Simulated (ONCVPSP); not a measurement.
**How hard is this V ONCV potential?**

```
Element                 : V
Generator               : ONCVPSP 4.0.1
Type                    : optimised norm-conserving Vanderbilt (ONCV)
Functional              : PBE
Relativity              : scalar-relativistic
Frozen core             : [Ne]
Valence charge          : 13
Reference configuration : 3s2 3p6 3d3 4s1.75 4p0.25
Partial waves           : 3s+4s: rc 1.65 bohr, ncon 3, nbas 7, qcut 9.2 1/bohr, 2 projectors; 3p+4p: rc 1.45 bohr, ncon 4, nbas 7, qcut 10.6 1/bohr, 2 projectors; 3d: rc 2.25 bohr, ncon 3, nbas 8, qcut 7.9 1/bohr, 2 projectors, debl 2.2 Ha
Local potential         : polynomial inside 1.35 bohr (lpopt 5, dvloc0 6 Ha)
Core correction         : Teter function, fcfact 1.75, rcfact 1.1
```

Q: For each optimised wave give the share of its norm inside rc, the residual kinetic energy above qcut (Ha) and the cutoffs (Ha) for errors of 10, 1, 0.1 and 0.01 mHa per electron.

A:

| wave | norm inside rc | residual KE | 10 mHa | 1 mHa | 0.1 mHa | 0.01 mHa |
| --- | --- | --- | --- | --- | --- | --- |
| 3s | 0.959 | 2.2e-08 | 16.8 | 24.0 | 29.4 | 33.8 |
| 4s | 0.053 | 7.6e-09 | 5.5 | 19.3 | 26.2 | 31.7 |
| 3p | 0.859 | 3.2e-08 | 18.3 | 24.3 | 29.7 | 34.8 |
| 4p | 0.018 | 1.1e-09 | 10.3 | 16.7 | 22.5 | 27.4 |
| 3d | 0.855 | 7.8e-08 | 17.4 | 21.2 | 24.2 | 26.5 |
| d projector 2 | 0.316 | 1.5e-06 | 20.0 | 23.9 | 26.7 | 29.5 |

The occupied waves need 24 Ha and 30 Ha for 1 and 0.1 mHa.
